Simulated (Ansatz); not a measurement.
Frontier orbitals of C$_{2}$H$_{6}$BFS, SMILES `CCSBF`.

The species carries charge 0 and has multiplicity 1. The geometry is a stationary point of PBE0-D4/def2-TZVP. It is one conformer, not always the lowest. Basis def2-TZVPP, Ansatz 0.2.0.

Orbital energies of one run (eV). Highest occupied ones, from the top: -7.82, -8.82, -10.13, -10.56, -11.55, -11.99, -12.72, -13.31, -13.82, -13.99, -15.85, -17.82, -20.63, -23.46. Empty: -0.32, 0.82, 1.89, 2.52, 2.73, 2.87.

Q: Which functional gave them?
A. r2SCAN0
B. r2SCAN
C. PBE
D. CAM-B3LYP

A: A. HOMO energies: r2SCAN0 -7.82, CAM-B3LYP -8.96, PBE -6.48, r2SCAN -6.73 eV.
